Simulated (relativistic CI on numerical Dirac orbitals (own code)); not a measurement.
**Level scheme of Hg³⁴⁺**

These numbers are calculated, not measured: Dirac-Coulomb-Breit CI, KLI orbitals optimised for each configuration, model QED, unscaled Slater integrals (own radial code, finite nucleus).

CI space (outside the closed core [Ar] 3d10): 4s²4p⁶4d¹⁰, 4s²4p⁶4d⁹4f, 4s²4p⁵4d¹⁰4f, 4s4p⁶4d¹⁰4f, 4s²4p⁶4d⁹5s, 4s²4p⁶4d⁹5p, 4s²4p⁶4d⁹5d, 4s²4p⁵4d¹⁰5s, 4s²4p⁶4d⁹5f, 4s²4p⁵4d¹⁰5p, 4s²4p⁶4d⁹5g, 4s²4p⁶4d⁹6s, 4s²4p⁵4d¹⁰5d, 4s²4p⁶4d⁹6p, 4s4p⁶4d¹⁰5s, 4s²4p⁶4d⁹6d, 4s4p⁶4d¹⁰5p, 4p⁶4d¹⁰4f², 4p⁶4d⁹4f³, 4p⁵4d¹⁰4f³, 4p⁶4d⁹4f²5s, 4p⁶4d⁹4f²5p, 4p⁶4d⁹4f²5d. Double excitations out of closed p, d and f shells are left out; levels of such configurations are missing from the list, as are those of other unlisted configurations, and high levels can miss mixing partners. These lack a partner that the ground configuration has and come out too high: 4s²4p⁵4d¹⁰5s, 4s²4p⁶4d⁹5f, 4s²4p⁵4d¹⁰5p, 4s²4p⁶4d⁹5g, 4s²4p⁶4d⁹6s.

| No. | Configuration | Term | J | E (Ry) | % | Landé g |
| --- | --- | --- | --- | --- | --- | --- |
| 1 | 4s²4p⁶4d¹⁰ | ¹S | 0 | 0.0000 | 100 |  |
| 2 | 4s²4p⁶4d⁹4f | ³P° | 0 | 16.1456 | 100 |  |
| 3 | 4s²4p⁶4d⁹4f | ³P° | 1 | 16.3585 | 83 | 1.325 |
| 4 | 4s²4p⁶4d⁹4f | ³H° | 5 | 16.7326 | 59 | 1.021 |
| 5 | 4s²4p⁶4d⁹4f | ³D° | 2 | 16.7380 | 48 | 1.223 |
| 6 | 4s²4p⁶4d⁹4f | ³F° | 3 | 16.9985 | 58 | 1.097 |
| 7 | 4s²4p⁶4d⁹4f | ³H° | 6 | 17.0459 | 100 | 1.163 |
| 8 | 4s²4p⁶4d⁹4f | ³G° | 4 | 17.0640 | 46 | 1.023 |
| 9 | 4s²4p⁶4d⁹4f | ¹D° | 2 | 17.1455 | 50 | 1.020 |
| 10 | 4s²4p⁶4d⁹4f | ³F° | 4 | 17.4514 | 64 | 1.146 |
| 11 | 4s²4p⁶4d⁹4f | ³G° | 5 | 17.6001 | 79 | 1.154 |
| 12 | 4s²4p⁶4d⁹4f | ³D° | 3 | 17.6747 | 44 | 1.104 |
| 13 | 4s²4p⁶4d⁹4f | ³D° | 1 | 17.8578 | 81 | 0.676 |
| 14 | 4s²4p⁶4d⁹4f | ³H° | 4 | 18.5241 | 76 | 0.846 |
| 15 | 4s²4p⁶4d⁹4f | ¹D° | 2 | 18.6488 | 50 | 0.989 |
| 16 | 4s²4p⁶4d⁹4f | ³D° | 2 | 18.9132 | 49 | 1.086 |
| 17 | 4s²4p⁶4d⁹4f | ³G° | 3 | 19.0944 | 72 | 0.825 |
| 18 | 4s²4p⁶4d⁹4f | ¹H° | 5 | 19.1157 | 43 | 1.045 |
| 19 | 4s²4p⁶4d⁹4f | ¹F° | 3 | 19.3757 | 39 | 1.123 |
| 20 | 4s²4p⁶4d⁹4f | ³G° | 4 | 19.4263 | 48 | 1.067 |
| 21 | 4s²4p⁶4d⁹4f | ¹P° | 1 | 22.0745 | 97 | 0.988 |
| 22 | 4s²4p⁵4d¹⁰4f | ³D | 1 | 33.4189 | 100 | 0.495 |
| 23 | 4s²4p⁵4d¹⁰4f | ³D | 2 | 33.7522 | 73 | 1.028 |
| 24 | 4s²4p⁵4d¹⁰4f | ³G | 4 | 33.8353 | 57 | 1.035 |
| 25 | 4s²4p⁵4d¹⁰4f | ³F | 3 | 34.0744 | 56 | 1.029 |
| 26 | 4s²4p⁵4d¹⁰4f | ³G | 5 | 34.1186 | 100 | 1.196 |
| 27 | 4s²4p⁵4d¹⁰4f | ¹F | 3 | 34.3781 | 52 | 1.108 |
| 28 | 4s²4p⁵4d¹⁰4f | ³F | 4 | 34.6638 | 69 | 1.170 |
| 29 | 4s²4p⁵4d¹⁰4f | ¹D | 2 | 34.9022 | 62 | 0.914 |
| 30 | 4s²4p⁶4d⁹5s | ³D | 3 | 35.0297 | 100 | 1.329 |
| 31 | 4s²4p⁶4d⁹5s | ¹D | 2 | 35.1176 | 56 | 1.068 |
| 32 | 4s²4p⁶4d⁹5s | ³D | 1 | 36.8982 | 100 | 0.493 |
| 33 | 4s²4p⁶4d⁹5s | ³D | 2 | 36.9621 | 56 | 1.089 |
| 34 | 4s²4p⁶4d⁹5p | ³P° | 2 | 38.9607 | 54 | 1.310 |
| 35 | 4s²4p⁶4d⁹5p | ³F° | 3 | 39.0300 | 46 | 1.101 |
| 36 | 4s²4p⁶4d⁹5p | ³F° | 2 | 40.8506 | 78 | 0.754 |
| 37 | 4s²4p⁶4d⁹5p | ³D° | 1 | 40.9912 | 48 | 0.866 |
| 38 | 4s²4p⁶4d⁹5p | ³F° | 4 | 42.3735 | 100 | 1.247 |
| 39 | 4s²4p⁶4d⁹5p | ¹D° | 2 | 42.4645 | 51 | 1.190 |
| 40 | 4s²4p⁶4d⁹5p | ¹P° | 1 | 42.4751 | 61 | 1.145 |
| 41 | 4s²4p⁶4d⁹5p | ³D° | 3 | 42.6153 | 72 | 1.238 |
| 42 | 4s²4p⁵4d¹⁰4f | ³G | 3 | 42.9846 | 71 | 0.827 |
| 43 | 4s²4p⁵4d¹⁰4f | ³D | 3 | 43.4652 | 50 | 1.187 |
| 44 | 4s²4p⁵4d¹⁰4f | ³F | 2 | 43.4987 | 44 | 0.880 |
| 45 | 4s²4p⁵4d¹⁰4f | ³G | 4 | 43.6083 | 39 | 1.082 |
| 46 | 4s²4p⁶4d⁹5p | ³P° | 0 | 44.0699 | 100 |  |
| 47 | 4s²4p⁶4d⁹5p | ³D° | 1 | 44.3048 | 48 | 0.973 |
| 48 | 4s²4p⁶4d⁹5p | ³F° | 3 | 44.3133 | 52 | 1.066 |
| 49 | 4s²4p⁶4d⁹5p | ³D° | 2 | 44.4460 | 54 | 1.062 |
| 50 | 4s²4p⁶4d⁹5d | ³S | 1 | 48.4517 | 51 | 1.681 |
| 51 | 4s²4p⁶4d⁹5d | ³G | 4 | 48.7153 | 52 | 1.039 |
| 52 | 4s²4p⁶4d⁹5d | ³D | 2 | 48.7528 | 50 | 1.211 |
| 53 | 4s²4p⁶4d⁹5d | ³F | 3 | 48.8645 | 47 | 1.093 |
| 54 | 4s²4p⁶4d⁹5d | ¹P | 1 | 49.2779 | 55 | 1.098 |
| 55 | 4s²4p⁶4d⁹5d | ³G | 5 | 49.3680 | 100 | 1.197 |
| 56 | 4s²4p⁶4d⁹5d | ³D | 3 | 49.5132 | 59 | 1.182 |
| 57 | 4s²4p⁶4d⁹5d | ¹D | 2 | 49.5292 | 48 | 1.171 |
| 58 | 4s²4p⁶4d⁹5d | ³F | 4 | 49.5961 | 81 | 1.200 |
| 59 | 4s²4p⁶4d⁹5d | ³P | 0 | 49.9179 | 92 |  |
| 60 | 4s²4p⁶4d⁹5d | ³D | 1 | 50.5409 | 48 | 0.855 |
| 61 | 4s²4p⁶4d⁹5d | ³G | 3 | 50.5729 | 82 | 0.794 |
| 62 | 4s²4p⁶4d⁹5d | ³F | 2 | 50.7812 | 64 | 0.802 |
| 63 | 4s²4p⁶4d⁹5d | ³P | 1 | 51.1548 | 53 | 1.354 |
| 64 | 4s²4p⁶4d⁹5d | ³G | 4 | 51.3015 | 48 | 1.051 |
| 65 | 4s²4p⁶4d⁹5d | ³D | 2 | 51.3598 | 48 | 1.135 |
| 66 | 4s²4p⁶4d⁹5d | ³F | 3 | 51.4492 | 52 | 1.083 |
| 67 | 4s²4p⁶4d⁹5d | ¹S | 0 | 52.0101 | 91 |  |
| 68 | 4s²4p⁵4d¹⁰5s | ³P° | 2 | 52.0915 | 99 | 1.496 |
| 69 | 4s²4p⁵4d¹⁰5s | ¹P° | 1 | 52.2253 | 65 | 1.167 |
| 70 | 4s4p⁶4d¹⁰4f | ³F° | 2 | 52.2323 | 100 | 0.662 |

Energies count from the lowest computed level; ° marks odd parity.

The mean weight of the leading LS term, summed over parents, in these 70 levels is 66 %, and that of the leading jj configuration (from the same eigenvectors) 94 %, so jj coupling describes them better and the LS labels are nominal.

At this charge energies of transitions that change n are usually good to better than 1 %, and those within a shell (Δn = 0) to a few per cent.

LS names give the leading component of a level, which can be under half, so a name can repeat, a term be missing and a line seem to break the LS rules.
